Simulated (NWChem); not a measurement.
System meant: C3H2F3, doublet; SMILES [CH]=CC(F)(F)F

The following NWChem deck was run.

```
start job
memory heap 200 mb stack 900 mb global 1100 mb
geometry units angstroms noautoz
  C      0.110078     2.147616     0.000000
  C     -0.598322     1.035002     0.000000
  C      0.005339    -0.349155     0.000000
  F      1.350845    -0.329341     0.000000
  F     -0.403495    -1.044349    -1.089696
  F     -0.403495    -1.044349     1.089696
  H     -0.055865     3.231528     0.000000
  H     -1.708943     1.037900     0.000000
end
basis spherical
  * library def2-svp
end
dft
  odft
  mult 3
  xc xpbe96 cpbe96
  iterations 150
  mulliken
end
task dft energy
```

End of the output:

```
 Summary of "ao basis" -> "" (spherical)
 ------------------------------------------------------------------------------
       Tag                 Description            Shells   Functions and Types
 ---------------- ------------------------------  ------  ---------------------
 *                          def2-svp                  on all atoms

  pbe96 is a nonlocal functional; adding pw91lda local functional.

                                 NWChem DFT Module
                                 -----------------

 Summary of "ao basis" -> "ao basis" (spherical)
 ------------------------------------------------------------------------------
       Tag                 Description            Shells   Functions and Types
 ---------------- ------------------------------  ------  ---------------------
 C                          def2-svp                 6       14   3s2p1d
 F                          def2-svp                 6       14   3s2p1d
 H                          def2-svp                 3        5   2s1p

 Summary of "ao basis" -> "ao basis" (spherical)
 ------------------------------------------------------------------------------
       Tag                 Description            Shells   Functions and Types
 ---------------- ------------------------------  ------  ---------------------
 C                          def2-svp                 6       14   3s2p1d
 F                          def2-svp                 6       14   3s2p1d
 H                          def2-svp                 3        5   2s1p

      Symmetry analysis of basis
      --------------------------

        a'         62
        a"         32

  number of electrons :                   47
  multiplicity        :                    3
 ------------------------------------------------------------------------
  no. of electrons and multiplicity not compatible                  47
 ------------------------------------------------------------------------
 ------------------------------------------------------------------------
  current input line :
    23: task dft energy
 ------------------------------------------------------------------------
 ------------------------------------------------------------------------
 There is an error in the input file
 ------------------------------------------------------------------------
 For more information see the NWChem manual at https://nwchemgit.github.io

0: no. of electrons and multiplicity not compatible:Received an Error in Communication
```

### Question
Find the fault in this run and fix the input.

### Answer
The program refused the input. Cause: the multiplicity doesn't fit the number of electrons (an even count wants an odd multiplicity, and the reverse). This input runs:
```
start job
memory heap 200 mb stack 900 mb global 1100 mb
geometry units angstroms noautoz
  C      0.110078     2.147616     0.000000
  C     -0.598322     1.035002     0.000000
  C      0.005339    -0.349155     0.000000
  F      1.350845    -0.329341     0.000000
  F     -0.403495    -1.044349    -1.089696
  F     -0.403495    -1.044349     1.089696
  H     -0.055865     3.231528     0.000000
  H     -1.708943     1.037900     0.000000
end
basis spherical
  * library def2-svp
end
dft
  odft
  mult 2
  xc xpbe96 cpbe96
  iterations 150
  mulliken
end
task dft energy
```
It converges to -414.21058 Ha (PBE/def2-SVP, spin-unrestricted).
